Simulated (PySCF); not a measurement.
**BeSi and its ions**

UHF; PySCF, no relativity, basis sets Be def2-SVPD, Si def2-SVPD. Neutral (UHF): triplet (π ↑↑), Re = 2.163 Å, ωe = 460 cm⁻¹, De = 0.48 eV, HOMO -7.68 eV, LUMO -0.77 eV.

BeSi⁺ (UHF): doublet (π ↑), Re = 2.389 Å, ωe = 363 cm⁻¹, De = 1.39 eV to Be + Si⁺. The energies at the minima are -303.32550 hartree for BeSi and -303.07781 for BeSi⁺.

Work out the adiabatic ionisation energy, without and with harmonic zero-point energies (1 hartree = 27.2114 eV, 1 eV = 8065.5 cm⁻¹), and the change of the bond length.

At UHF: 0.24769 hartree = 6.740 eV between the minima; the zero-point term (363.0 − 460.0)/2 cm⁻¹ = -0.006 eV makes it 6.734 eV. Re changes by +22.6 pm against the neutral. The electron leaves a π orbital; in so polar a molecule the change of length follows mostly from the change of the ionic charges.

For an ion De counts to the pair picked by the measured ionisation energies or electron affinities, which need not be the lowest pair at this level. Hartree–Fock leaves out correlation, which carries a large part of most bond energies and some tenths to 1 eV of ionisation energies. States were picked by a PBE0 search and need not be the measured ground states.
